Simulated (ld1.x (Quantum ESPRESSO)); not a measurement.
**Pseudopotential generation for Cr (Z = 24): TM, PBEsol, scalar-relativistic.**

```json
{
 "Element": "Cr (Z = 24)",
 "Generator": "ld1.x (Quantum ESPRESSO) 7.5",
 "Type": "norm-conserving Troullier–Martins (Kleinman–Bylander form)",
 "Functional": "PBEsol",
 "Relativity": "scalar-relativistic",
 "Frozen core": "[Ar]",
 "Valence charge": "6",
 "Reference configuration": "3d5 4s1 4p0",
 "Partial waves": "4s (bound): rc 2.15 bohr; 4p (bound, empty): rc 2.65 bohr; 3d (bound): rc 1.40 bohr",
 "Local potential": "all-electron potential smoothed inside 2.30 bohr (lloc = -1)",
 "Core correction": "none"
}
```

What the tests gave:

```
Cutoffs needed           : 100 Ry and 120 Ry (the cutoffs (Ry, on a coarse ladder) from which the occupation-weighted sum of valence levels, in a spherical-Bessel basis at the reference potential, stays within 10 and 1 mRy of its value at 400 Ry)
Ghost test               : no extra level below or beside the all-electron valence levels (s, p, d, f tested) (spherical-Bessel basis up to 400 Ry, 20 bohr box)
Largest excitation error : -1397 meV (all-electron minus pseudo) for 3d2 4s0 4p0, out of 7 test configurations
```

Generation and tests took about 13 s on one core of a shared server CPU.
